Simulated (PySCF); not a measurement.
Ligands exchanged one at a time, Ge OCH3-I. All species are isolated molecules in the gas phase. One relaxed conformer stands for each flexible species; it need not be the lowest. Strings in code marks are SMILES. In the def2 sets, heavy atoms carry core potentials. All members: neutral, multiplicity 1. Level: B3LYP-D3(BJ)/def2-TZVP // PBE0-D3(BJ)/def2-SVP (PySCF), beside PBE-D3(BJ)/def2-TZVP // PBE0-D3(BJ)/def2-SVP (PySCF) at the same geometries. B3LYP has the VWN-RPA correlation part, as in Gaussian. 

```tsv
species	HOMO–LUMO gap, PBE (eV)	HOMO–LUMO gap, B3LYP-D3(BJ) (eV)
`[I][Ge]([I])([I])[I]`	2.53	3.88
`C[O][Ge]([I])([I])[I]` (C–O–Ge–I torsion 180°)	2.99	4.37
`C[O][Ge]([I])([I])[O]C` (C–O–Ge–I torsion -63°, I–Ge–O–C torsion -178°)	3.67	5.12
`C[O][Ge]([I])([O]C)[O]C`	4.65	withheld
`C[O][Ge]([O]C)([O]C)[O]C`	5.62	7.75
```

Question: Fit y = a + b·x, y being the HOMO–LUMO gap at the first level, to the 4 complete rows by least squares, with x = the PBE value in eV. Give a, b and the rms residual, and predict the withheld value.

Answer: Means of the 4 rows: x̄ = 3.7025, ȳ = 5.28 eV. Σ(x − x̄)² = 5.5603 and Σ(x − x̄)(y − ȳ) = 7.0313, so b = 1.265 and a = ȳ − b·x̄ = 0.596 eV. The rms residual is 0.076 eV. At x = 4.65 the line gives 6.48 eV. The run for `C[O][Ge]([I])([O]C)[O]C` gave 6.28 eV, so the line is off by 0.20 eV, more than twice the rms residual.

Codes: PySCF.
